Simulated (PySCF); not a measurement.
A made-up structure of AlH3SeO, closed shell:

```
6
angstrom
O -0.8210 -1.0189 -0.0569
Al 0.1968 0.3257 -0.4857
Se 0.9758 1.0496 1.0527
H -1.1983 -1.4003 -0.6189
H 0.6075 1.0638 -1.8570
H 0.2393 -0.0199 1.9659
```

It is relaxed with PBE-D4/def2-SVP and then PBE0-D4/def2-TZVP (PySCF 2.14 with density fitting (its default auxiliary sets; JK sets also for MP2 and CCSD(T))). Atoms count as bonded within 1.22 times the sum of their covalent radii (H–H: 0.88 Å). The end point is not checked to be a true minimum.

Problem. Does its bonding change? (Judge from chemistry; the calculation decides.)

Solution. By the calculation: No: no bond forms or breaks.

Where it ends: The first stage lowers the energy by 4.07 eV in 15 steps. It ends as AlH₃SeO ([OH][AlH][SeH]):
```xyz
6
angstrom
O -0.8389 -0.9818 -0.4688
Al 0.2285 0.3319 -0.5110
Se 1.1349 0.9852 1.5094
H -1.2709 -1.3352 -1.2448
H 0.6014 1.0873 -1.8441
H 0.3914 -0.0781 2.2003
```

Labels in which every atom is bracketed show which atoms are joined, not bond orders.

For scale, one of the runs: PBE0-D4/def2-TZVP relaxation, 134 basis functions, launched by `OMP_NUM_THREADS=2 python run.py`. Hardware: 2 CPU threads of a Oxide Virtual Turin-like, shared host. Wall time 52 s; peak host memory 1.2 GiB.
